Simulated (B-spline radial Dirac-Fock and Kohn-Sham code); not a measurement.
**What relativity does to the binding energies of Tb²³⁺**

System: terbium as Tb²³⁺ in the configuration [Kr] 4d6.

Both columns are ΔSCF binding energies of the configuration average from a B-spline atomic structure program: non-relativistic Hartree-Fock with a point nucleus, and Dirac-Fock with a finite nucleus and the Coulomb interaction alone, averaged over the two j levels with weights 2j+1.

```
shell  Hartree-Fock (eV)  Dirac-Fock (eV)  shift (eV)  shift (%)
   1s            49740.2          52938.8    +3198.62      +6.43
   2s             8633.8           9460.0     +826.13      +9.57
   2p             8236.0           8500.5     +264.49      +3.21
   3s             2483.5           2681.2     +197.68      +7.96
   3p             2306.0           2376.5      +70.51      +3.06
   3d             1979.1           1964.8      -14.30      -0.72
   4s              986.1           1042.1      +56.02      +5.68
   4p              908.9            929.3      +20.35      +2.24
   4d              779.2            776.8       -2.32      -0.30
```

Relativity binds 1s, 2s, 2p, 3s, 3p, 4s, 4p more strongly, among those listed most of all 2s in relative terms, and 3d, 4d more weakly, because the contracted s and p shells screen the nucleus better.

Values without a named source are computed, but for edge energies of neutral atoms, which are taken from tables.
